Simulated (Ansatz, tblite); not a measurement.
Removing an electron: cyclic bis(sulfonyl)imide, `O=S1(=O)[N-]S(=O)(=O)C(F)(F)C(F)(F)C1(F)F`. Charge -1, multiplicity 1. Geometry: r2SCAN-D4/def2-SVP. Ansatz, gas phase; energy differences of separate SCF runs; the oxidised species was run as a doublet alone.

```tsv
atom	x (Å)	y (Å)	z (Å)
O1	-2.317	1.463	1.492
S2	-0.951	1.262	1.007
O3	-0.082	2.423	0.788
N4	-0.309	0.010	1.805
S5	1.150	-0.545	1.376
O6	1.425	-1.756	2.149
O7	2.208	0.453	1.190
C8	0.797	-1.161	-0.366
F9	1.952	-1.545	-0.951
F10	-0.018	-2.233	-0.296
C11	0.134	-0.104	-1.271
F12	1.020	0.874	-1.525
F13	-0.175	-0.705	-2.456
C14	-1.159	0.521	-0.709
F15	-1.565	1.481	-1.569
F16	-2.108	-0.435	-0.663
```

The xTB rows come from tblite.

```tsv
level	−HOMO (eV)	vertical IE (eV)	−LUMO (eV)	HOMO–LUMO gap (eV)
PBE-D4/def2-SVP	2.30	5.26	-3.11	5.41
PBE0-D4/def2-SVP	4.08	6.05	-3.94	8.03
```

**Question.** Estimate the rows for GFN1-xTB, GFN2-xTB.

**Answer.** 
```json
{"level": "GFN1-xTB", "−HOMO (eV)": "8.85", "vertical IE (eV)": "11.94", "−LUMO (eV)": "3.72", "HOMO–LUMO gap (eV)": "5.13"}
{"level": "GFN2-xTB", "−HOMO (eV)": "8.23", "vertical IE (eV)": "11.29", "−LUMO (eV)": "2.30", "HOMO–LUMO gap (eV)": "5.94"}
```

Relaxing the oxidised species (r2SCAN-D4/def2-SVP) changes its energy by -0.52 eV at PBE-D4/def2-SVP, so the adiabatic ionisation energy to this nearest minimum is 4.75 eV. At PBE0-D4/def2-SVP it is 5.32 eV.   Raw xTB energy differences between charge states are shifted by several eV; the methods need an empirical correction for them.
